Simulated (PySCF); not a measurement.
Caution: the restricted solution is unstable towards spin-unrestricted or complex orbitals, so a lower solution exists and this singlet may not be the ground state.

**CH2Si, SMILES `C#[SiH]` (charge 0, multiplicity 1)**

Level of theory: PBE0-D4/def2-TZVP (PySCF).

| Quantity | Value |
|---|---|
| HOMO | -6.87 eV |
| dipole moment | 0.213 e·Å |
| LUMO | -3.07 eV |
| HOMO–LUMO gap | 3.80 eV |
| total energy | -328.4907 Ha |
| cost | around 90 core-seconds (rough) |

```xyz
4

C     -0.6979     0.0240     0.3990
Si     0.4928    -0.0421    -0.7219
H     -1.7279     0.0450     0.7181
H      1.9330    -0.0270    -0.3701
```
